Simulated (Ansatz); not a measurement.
Complex (SMILES): O (H2O) with F (HF), atoms 1 to 3 the first; geometry from B3LYP-D3(BJ)/def2-TZVP, monomers rigid:
```xyz
5

O      0.0126     0.5732     0.1476
H     -0.2167     0.4999    -0.7856
H      0.6440    -0.1320     0.3287
F      0.9055     2.9606     0.8114
H      0.5537     2.1097     0.6008
```

Basis-set convergence of the counterpoise-corrected interaction energy at MP2 with Ansatz (an electronic-structure program). All functions are spherical. Cores are frozen. No added dispersion term, no relativity. Functions are those of the species that has most. Reference: Hartree-Fock in aug-cc-pVQZ plus the correlation part extrapolated as X^-3 from aug-cc-pVTZ and aug-cc-pVQZ, -9.14 kcal/mol, itself unsure by roughly 0.06 kcal/mol (a third of the extrapolation step and of the last Hartree-Fock step).

```
basis            functions  counterpoise-corrected interaction energy (kcal/mol)
---------------  ---------  ----------------------------------------------------
3-21G                   24                                                     ?
cc-pVDZ                 43                                                 -7.70
6-311G**                54                                                 -7.98
6-311+G**               62                                                     ?
aug-pcseg-1             73                                                 -7.83
6-311++G(2d,2p)         84                                                     ?
def2-TZVPD             107                                                     ?
pcseg-3                219                                                 -8.89
def2-QZVPPD            231                                                 -8.85
```

### Question
Some entries are withheld; supply them.

### Answer

- 3-21G, counterpoise-corrected interaction energy (kcal/mol): -10.02
- 6-311+G**, counterpoise-corrected interaction energy (kcal/mol): -7.89
- 6-311++G(2d,2p), counterpoise-corrected interaction energy (kcal/mol): -8.11
- def2-TZVPD, counterpoise-corrected interaction energy (kcal/mol): -8.43
